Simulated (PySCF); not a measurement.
Molecular orbitals of NaTl

r²SCAN at R = 3.273 Å; PySCF, scalar-relativistic core potentials, basis sets Na def2-SVPD, Tl def2-SVPD with ECP60. State: ¹Σ⁺ (singlet), closed shell. Only the outer orbitals are listed, counted within each symmetry, core potentials removing the inner ones.

| orbital | occ. | ε (eV) | on Na (%) | main shells (%) |
| --- | --- | --- | --- | --- |
| 1δ | 2 | -16.04 | 0 | 100 Tl d |
| 1δ | 2 | -16.04 | 0 | 100 Tl d |
| 3π | 2 | -15.74 | 0 | 100 Tl d |
| 3π | 2 | -15.74 | 0 | 100 Tl d |
| 6σ | 2 | -15.64 | 0 | 100 Tl d |
| 7σ | 2 | -9.49 | 4 | 96 Tl s |
| 8σ | 2 | -2.92 | 46 | 54 Tl p, 45 Na s |
| 4π | 0 | -2.08 | 12 | 88 Tl p, 11 Na p |
| 4π | 0 | -2.08 | 12 | 88 Tl p, 11 Na p |
| 9σ | 0 | -1.37 | 66 | 38 Na s, 27 Na p, 26 Tl p |

**Question.** Which are the highest filled and the lowest empty level, where do they sit, and how wide is the gap?

**Answer.** Highest filled 8σ at -2.92 eV (in %: 54 Tl p, 45 Na s); lowest empty 4π at -2.08 eV (in %: 88 Tl p, 11 Na p); the gap at r²SCAN is 0.84 eV.

- bond order (Mayer): 1.04
- ⟨S²⟩: 0.000
- charge on Na (Mulliken, basis-dependent): 0.00
- charge on Na (Löwdin, basis-dependent): -0.01
- dipole moment (positive dipole means Na(−)Tl(+)): -1.28 D

Closed-shell solutions of metal pairs were not tested for spin polarisation, which can lower them a little. These are scalar-relativistic numbers at best; spin–orbit coupling would shift them, the dissociation energy most.
